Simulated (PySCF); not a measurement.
**Spin states of SrB**

Unrestricted PBE0; PySCF, scalar-relativistic core potentials, basis sets Sr def2-SVPD with ECP28, B def2-SVPD. Outer shells of the fragments: Sr 5s2; B 2s2 2p1.

Followed along the bond (rough minima from three points):

```
2Ms+1   unpaired  ⟨S²⟩ at the start  R at minimum (Å)  Te (eV)
    4  σ ↑, π ↑↑               3.76              2.47     0.00
    2        π ↑               1.54              2.78     0.00
    4  σ ↑↑, π ↑               3.75              2.69     0.22
    2  σ ↓, π ↑↑               1.76              2.49     0.26
    2  σ ↑, π ↑↓               1.77              2.48     0.35
```

Solutions found at the starting distance of 2.525 Å, counted from the lowest of them; the search is not exhaustive and high or unbound solutions are not listed, so other states can lie among these:

| 2Ms+1 | unpaired | term | E (eV) | ⟨S²⟩ | ⟨Lz²⟩ | μ (D) |
| --- | --- | --- | --- | --- | --- | --- |
| 4 | σ ↑, π ↑↑ | ⁴Σ⁻ | 0.00 | 3.76 | 0.00 | -5.46 |
| 2 | π ↑ | mixed | 0.14 | 1.54 | 1.01 | -3.14 |
| 2 | σ ↓, π ↑↑ | mixed | 0.25 | 1.76 | 0.00 | -4.00 |
| 4 | σ ↑↑, π ↑ | ⁴Π | 0.28 | 3.75 | 1.01 | -3.89 |
| 2 | σ ↑, π ↑↓ | mixed | 0.35 | 1.77 | 2.02 | -4.80 |
| 2 | σ ↑ | mixed | 1.12 | 0.76 | 2.00 | -5.44 |
| 4 | σ ↑, π ↑↑ | mixed | 1.71 | 3.75 | 2.01 | -1.32 |
| 2 | π ↑ | mixed | 1.73 | 1.06 | 1.00 | -8.29 |
| 4 | σ ↑, π ↑, δ ↑ | mixed | 1.94 | 3.75 | 5.00 | -5.63 |
| 4 | σ ↑, π ↑, δ ↑ | mixed | 1.95 | 3.75 | 4.94 | -5.58 |

A term symbol is given only where ⟨S²⟩ and ⟨Lz²⟩ are close to those of a pure state; real π, δ and φ orbitals otherwise mix terms. A positive dipole means Sr(−)B(+).

Task: Compare the gap between the two lowest followed solutions at the starting distance with the gap between their minima.

Result: At PBE0 the second solution (Ms = 0.5 of mixed spin, unpaired electrons π ↑) lies +0.14 eV from the first (quartet, unpaired electrons σ ↑, π ↑↑) at 2.525 Å and +0.00 eV at the minima; the two curves relax by different amounts, since their minima lie near 2.78 and 2.47 Å. A gap this small is a tie at this level.

Spin–orbit coupling is left out.
